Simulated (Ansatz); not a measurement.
## C2H3Br (vinyl bromide): from total energies to a heat of formation

C2H3Br has 6 atoms, charge 0, and is taken as a singlet. As SMILES, `C=CBr`. Geometry: relaxed at PBE0-D4/def2-TZVP.

Total energies at wB97X/aug-cc-pVDZ (Ansatz 0.2.0); the atoms run unrestricted:

| species | state | energy (Eh) |
| --- | --- | --- |
| C2H3Br | singlet | -2652.129632 |
| C | triplet | -37.841208 |
| Br | doublet | -2574.114906 |
| H | doublet | -0.501010 |

Harmonic wavenumbers at PBE0-D4/def2-TZVP, in cm⁻¹: 349, 607, 626, 940, 982, 1019, 1280, 1403, 1677, 3165, 3227, 3261.

Measured heats of formation of the gaseous atoms at 298.15 K, in kJ/mol: C 716.9, Br 111.9, H 218.0. Spin-orbit lowering of the atoms at 298 K (mean of the ground term's levels less their thermal mean, from spectra), in kJ/mol: C 0.02, Br 14.69. Take 1 Eh = 2625.50 kJ/mol, 1 cm⁻¹ = 0.0119627 kJ/mol, RT = 2.479 kJ/mol.

Task: Work out the heat of formation of the gas at 298 K.

Result: 
1. Electronic atomisation energy: 2 × (-37.841208) + (-2574.114906) + 3 × (-0.501010) − (-2652.129632) = 0.829280 Eh = 2177.3 kJ/mol.
2. Zero-point energy: half the sum of the wavenumbers, 9268 cm⁻¹ = 110.9 kJ/mol.
3. Thermal vibrational enthalpy, Σ hcν̃/(exp(hcν̃/kT) − 1): 2.1 kJ/mol. Translation, rotation and pV of a non-linear molecule: 4 RT = 9.9 kJ/mol.
4. The 6 free atoms carry 5/2 RT each: 37.2 kJ/mol.
5. Spin-orbit coupling lowers the free atoms by 2 × 0.02 + 14.69 = 14.7 kJ/mol.
6. Atomisation enthalpy at 298 K: 2177.3 − 14.7 − 110.9 − 2.1 − 9.9 + 37.2 = 2076.9 kJ/mol.
7. Sum of the atoms' heats of formation: 2199.7 kJ/mol. Heat of formation: 2199.7 − 2076.9 = +122.8 kJ/mol.

The tabulated value is +73.7 kJ/mol (Active Thermochemical Tables), so this level is off by +49.1 kJ/mol, or 2.3 % of the atomisation enthalpy that the table implies (2125.9 kJ/mol). Relativity is left out. Anharmonicity and any spin-orbit splitting of the molecule are left out.
